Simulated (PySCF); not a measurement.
A structure optimised at B3LYP-D3(BJ)/def2-SVP, used in a PySCF frequency run:

```xyz
10

Te     0.0704    -0.0757     0.7229
C      0.8037    -1.3958    -0.8732
C      1.4930    -0.6589    -2.0079
H     -0.0669    -1.9720    -1.2161
H      1.4805    -2.0855    -0.3426
H      2.3882    -0.1224    -1.6580
H      0.8134     0.0763    -2.4659
H      1.8025    -1.3686    -2.7949
S     -1.3378     1.3238    -0.6994
H     -2.4544     0.5573    -0.6385
```

Task: Write its SMILES and formula.

Result: CC[Te]S, C2H6STe

Task: What are its rotational constants (standard atomic weights)?

Result: 3.0762, 2.4116, 1.4461 GHz
